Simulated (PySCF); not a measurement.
C8H14O.
SMILES with atom numbers: `[CH2:1]=[CH:2][O:3][C:4](=[CH2:5])[C:6]([CH3:7])([CH3:8])[CH3:9]` (hydrogens: H10, H11 on C1; H12 on C2; H13, H14 on C5; H15, H16, H17 on C7; H18, H19, H20 on C8; H21, H22, H23 on C9)

Level of theory: PySCF 2.14.0, PBE0-D3(BJ)/def2-SVP geometry optimisation, gas phase.

(1) List the bond lengths, angles and torsions at this level.

## Answers

(1) 
```json
{"bond": "C1=C2", "length (pm)": "133.1"}
{"bond": "C2–O3", "length (pm)": "135.5"}
{"bond": "O3–C4", "length (pm)": "136.6"}
{"bond": "C4=C5", "length (pm)": "133.9"}
{"bond": "C4–C6", "length (pm)": "151.6"}
{"bond": "C6–C7, C6–C9", "length (pm)": "153.6"}
{"bond": "C6–C8", "length (pm)": "152.6"}
{"bond": "C1–H10", "length (pm)": "109.2"}
{"bond": "C1–H11", "length (pm)": "109.0"}
{"bond": "C2–H12", "length (pm)": "109.7"}
{"bond": "C5–H13", "length (pm)": "109.1"}
{"bond": "C5–H14", "length (pm)": "108.8"}
{"bond": "C7–H15 and 8 like bonds", "length (pm)": "110.0"}
```

Bonds in one row agree within 1 pm and their mean is given. A selection of angles:
```json
{"angle": "C2–C1–H10", "degrees": "121.2"}
{"angle": "C2–C1–H11", "degrees": "119.7"}
{"angle": "H10–C1–H11", "degrees": "119.1"}
{"angle": "C1–C2–O3", "degrees": "122.2"}
{"angle": "C1–C2–H12", "degrees": "123.2"}
{"angle": "O3–C2–H12", "degrees": "114.6"}
{"angle": "C2–O3–C4", "degrees": "119.8"}
{"angle": "O3–C4–C5", "degrees": "122.8"}
{"angle": "O3–C4–C6", "degrees": "110.3"}
{"angle": "C5–C4–C6", "degrees": "127.0"}
{"angle": "C4–C5–H13", "degrees": "121.8"}
{"angle": "C4–C5–H14", "degrees": "120.5"}
{"angle": "H13–C5–H14", "degrees": "117.7"}
{"angle": "C4–C6–C7", "degrees": "108.3"}
{"angle": "C4–C6–C8", "degrees": "111.5"}
{"angle": "C4–C6–C9", "degrees": "108.5"}
{"angle": "C7–C6–C8", "degrees": "109.4"}
{"angle": "C6–C7–H15", "degrees": "110.8"}
{"angle": "C6–C7–H16", "degrees": "110.1"}
{"angle": "H15–C7–H16", "degrees": "108.2"}
```

Dihedral angles: C1–C2–O3–C4 149° (anticlinal); C2–O3–C4–C5 -22° (synperiplanar); O3–C4–C6–C7 59° (synclinal). The mirror-image conformer, all signs reversed, is as good.

The 6 C–C bonds span 1.331 Å (C1=C2, drawn double) to 1.536 Å (C6–C7, drawn single), a spread of 0.205 Å. O3 (ether oxygen) is bent (angle 119.8°). Of the pairs four or more bonds apart, C8···H14 is among the closest relative to their van der Waals radii: 2.55 Å, 88 % of the sum of Bondi's values.

Point group: C1 (no symmetry element, even within 0.4 Å). No PBE0-D3(BJ)/def2-SVP frequencies stand behind this structure, so it isn't proved a minimum. One conformer, not necessarily the lowest.

Cost: about 4 min of CPU time on one thread; the machine was shared, so the figure is rough. That covers the optimisation of the geometry.
